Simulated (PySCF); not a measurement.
Highest orbital energy against ionisation energy along the third row

Calculated with PySCF 2.14, no spin-orbit coupling. Each cell gives −ε(HOMO) / ΔSCF in eV; NIST values include spin-orbit coupling, (s) semi-empirical, (t) theoretical.

```json
{"species": "Mg⁺ (aug-cc-pCVTZ-DK with one added diffuse shell each of s, p, d, f type, spin-free X2C)", "UHF": "14.759 / 14.745", "LDA": "12.000 / 15.372", "PBE": "11.914 / 15.358", "PBE0": "12.723 / 15.254", "r2SCAN": "12.073 / 15.043", "NIST (lowest levels)": "15.035"}
{"species": "Al⁺ (aug-cc-pCVTZ-DK with one added diffuse shell each of s, p, d, f type, spin-free X2C)", "UHF": "17.780 / 17.551", "LDA": "14.913 / 18.923", "PBE": "14.806 / 18.789", "PBE0": "15.763 / 18.684", "r2SCAN": "14.957 / 18.408", "NIST (lowest levels)": "18.829"}
{"species": "Si⁺ (aug-cc-pCVTZ-DK with one added diffuse shell each of s, p, d, f type, spin-free X2C)", "UHF": "16.192 / 15.818", "LDA": "12.060 / 16.343", "PBE": "12.185 / 16.389", "PBE0": "13.324 / 16.413", "r2SCAN": "12.546 / 16.507", "NIST (lowest levels)": "16.346"}
{"species": "P⁺ (aug-cc-pCVTZ-DK with one added diffuse shell each of s, p, d, f type, spin-free X2C)", "UHF": "19.717 / 19.152", "LDA": "14.905 / 19.806", "PBE": "14.978 / 19.774", "PBE0": "16.322 / 19.810", "r2SCAN": "15.399 / 19.936", "NIST (lowest levels)": "19.769 (s)"}
{"species": "S⁺ (aug-cc-pCVTZ-DK with one added diffuse shell each of s, p, d, f type, spin-free X2C)", "UHF": "23.451 / 22.708", "LDA": "17.876 / 23.388", "PBE": "17.916 / 23.309", "PBE0": "19.483 / 23.375", "r2SCAN": "18.453 / 23.508", "NIST (lowest levels)": "23.338"}
{"species": "Cl⁺ (aug-cc-pCVTZ-DK with one added diffuse shell each of s, p, d, f type, spin-free X2C)", "UHF": "23.636 / 22.573", "LDA": "18.329 / 23.960", "PBE": "18.361 / 23.841", "PBE0": "19.940 / 23.832", "r2SCAN": "18.715 / 23.798", "NIST (lowest levels)": "23.814"}
{"species": "Ar⁺ (aug-cc-pCVTZ-DK with one added diffuse shell each of s, p, d, f type, spin-free X2C)", "UHF": "27.616 / 26.352", "LDA": "21.581 / 27.810", "PBE": "21.539 / 27.589", "PBE0": "23.331 / 27.598", "r2SCAN": "21.982 / 27.658", "NIST (lowest levels)": "27.630"}
```

Task: How far is −ε(HOMO) from ΔSCF on average for each method, and why?

Result: UHF 0.61 eV; LDA -4.85 eV; PBE -4.76 eV; PBE0 -3.44 eV; r2SCAN -4.39 eV. Hartree-Fock orbital energies lack relaxation and so exceed the ΔSCF value; semilocal functionals have convex E(N) from self-interaction, so their HOMO lies far too high; exact exchange moves hybrids part of the way back.
